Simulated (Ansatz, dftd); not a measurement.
System: H$_{2}$BSeO, charge 0, doublet. H2BSeO (SMILES [O]B[SeH], doublet).
B3LYP-D3(BJ)/def2-TZVP minimum from Ansatz (a first-principles code):
```
B
O 1 1.2794
H 1 1.1957 2 127.93
Se 1 2.0119 3 114.95 2 -180.00
H 4 1.4722 1 95.66 3 180.00
```
Charge 0, spin multiplicity 2.

Quantity: atomisation energy (electronic, to ground-state atoms), in kcal/mol. UHF or UKS for unpaired electrons; spin-orbit terms are left out. Correlated methods leave the cores frozen (noble-gas shells, and filled d and f shells in the p block). No relativity. CBS(X,Y): correlation extrapolated as X^-3, Hartree-Fock from the larger set. A bracket is a step between two methods taken in the basis named. Double hybrids freeze cores in their MP2 part. Where a partner has so few electrons that a lower coupled-cluster level is exact, that level stands in.

| level | program | atomisation energy (kcal/mol) | difference against the last row |
|---|---|---|---|
| PBE0-D4/def2-TZVPD | Ansatz + dftd4 | 394.9 | 6.2 |
| r2SCANh-D4/def2-TZVPD | Ansatz + dftd4 | 397.1 | 8.4 |
| wB97M-V/def2-TZVPD | Ansatz | 391.6 | 2.9 |
| B2PLYP-D4/def2-TZVPD | Ansatz + dftd4 | 387.8 | -0.9 |
| B2GP-PLYP-D4/def2-TZVPD | Ansatz + dftd4 | 383.7 | -5.0 |
| MP2/cc-pVQZ | Ansatz | 383.8 | -4.9 |
| CCSD/cc-pVTZ | Ansatz | 367.9 | -20.8 |
| CCSDT(Q)/cc-pVDZ | Ansatz | 357.9 | -30.8 |
| CCSD(T)/CBS(cc-pVTZ,cc-pVQZ) + [CCSDT(Q) - CCSD(T)]/cc-pVDZ | Ansatz | 388.7 | 0.0 |
